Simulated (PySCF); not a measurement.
A species of formula C8H6NP has this rotational fingerprint, computed with PBE0/pcSseg-1 in PySCF (dipole) on a GFN2-xTB geometry, gas phase:

```
Rotational constants : A = 1635, B = 1051, C = 643.4 MHz
Dipole components    : |μa| = 2.37 D, |μb| = 1.59 D, |μc| = 0.09 D
Inertial defect      : -4.60 u·Å²
κ                    : -0.18
```

Question: Which structure is it? (One computed conformer of each.)
A. `[CH2:1]=[CH:2][c:3]1[cH:4][p:5][cH:6][cH:7][c:8]1[C:9]#[N:10]` with C1–C2–C3–C4 -26°
B. `[CH:1]#[C:2][CH2:3][n:4]1[cH:5][p:6][c:7]([C:8]#[CH:9])[cH:10]1` with C2–C3–N4–C5 89°

Answer: A. It is C=Cc1cpccc1C#N, an asymmetric top, point group C1. The candidates at the same level (rigid rotor, commonest isotopes):

```json
{"SMILES": "C=Cc1cpccc1C#N", "A (MHz)": "1635", "B (MHz)": "1051", "C (MHz)": "643.4", "μa (D)": "2.37", "μb (D)": "1.59", "μc (D)": "0.09", "Δ (u·Å²)": "-4.60", "point group": "C1", "rotor": "asymmetric top"}
{"SMILES": "C#CCn1cpc(C#C)c1", "A (MHz)": "2254", "B (MHz)": "703.4", "C (MHz)": "599.5", "μa (D)": "3.66", "μb (D)": "1.01", "μc (D)": "1.31", "Δ (u·Å²)": "-99.61", "point group": "C1", "rotor": "asymmetric top"}
```

`C#CCn1cpc(C#C)c1` has A 38 % too high. No structure here is proved a minimum.
